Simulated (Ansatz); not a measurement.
Isolated molecules relaxed with PBE0-D4/def2-TZVP in Ansatz; ΔE leaves out vibrations. CBS: MP2 limit from def2 TZ/QZ plus the TZ coupled-cluster correction, frozen cores. Functionals use def2-TZVPP. B3LYP here is the variant with VWN-RPA as its local correlation; programs differ in this. def2 core potentials past Kr. For Se, Te outer-core shells are correlated without core-valence functions, which leaves a few kJ/mol of doubt a bond. Scalar relativity is left out up to krypton. Each species was taken in one conformer, which may not be the lowest.

Consider the ligand exchange at a B–Se bond: `[SiH3][Se]BCl` + H₂Te → `ClB[TeH]` + `[SiH3][SeH]`.

`[SiH3][Se]BCl`:

Z-matrix (Å, degrees):
```
Si
Se 1 2.294
H 1 1.482 2 110.2
H 1 1.483 2 106.1 3 119.3
H 1 1.482 2 110.1 3 -121.5
B 2 1.922 1 95.4 3 60.7
Cl 6 1.742 2 119.7 1 180.0
H 6 1.191 2 121.8 1 -0.0
```

H₂Te:

```xyz
3

Te   -0.379   -0.337    0.589
H    -0.037    1.226    0.165
H     0.416   -0.889   -0.754
```

`ClB[TeH]`:

```xyz
5

Cl   -0.623   -0.154   -1.748
B    -0.048   -0.676   -0.193
Te    0.476    0.644    1.382
H     0.066   -1.842    0.022
H     0.128    2.028    0.537
```

`[SiH3][SeH]`:

Cartesian coordinates in Å:
```
Si 0.350 0.283 -0.359
Se -0.281 -1.373 1.074
H -0.522 0.325 -1.560
H 1.737 -0.063 -0.752
H 0.326 1.611 0.303
H -1.609 -0.784 1.293
```

```
             level  ΔE (kJ/mol)  difference from CCSD(T)/CBS
         r2SCAN-D4         12.0                          0.5
          B3LYP-D4         13.4                          1.9
           ωB97M-V         15.0                          3.5
               PBE          9.5                         -2.0
            r2SCAN         11.4                         -0.1
             B3LYP         11.0                         -0.5
     HF/def2-TZVPP         14.2                          2.7
    MP2/def2-TZVPP         13.1                          1.6
SCS-MP2/def2-TZVPP         13.4                          1.9
CCSD(T)/def2-TZVPP         13.8                          2.3
     HF/def2-QZVPP         13.5                          2.0
    MP2/def2-QZVPP         11.6                          0.1
SCS-MP2/def2-QZVPP         12.0                          0.5
      HF/CBS(def2)         13.4                          1.9
     MP2/CBS(def2)         10.8                         -0.7
    CCSD/CBS(def2)         12.0                          0.5
       CCSD(T)/CBS         11.5                            0
```

Largest T1 diagnostic among the species: 0.014.
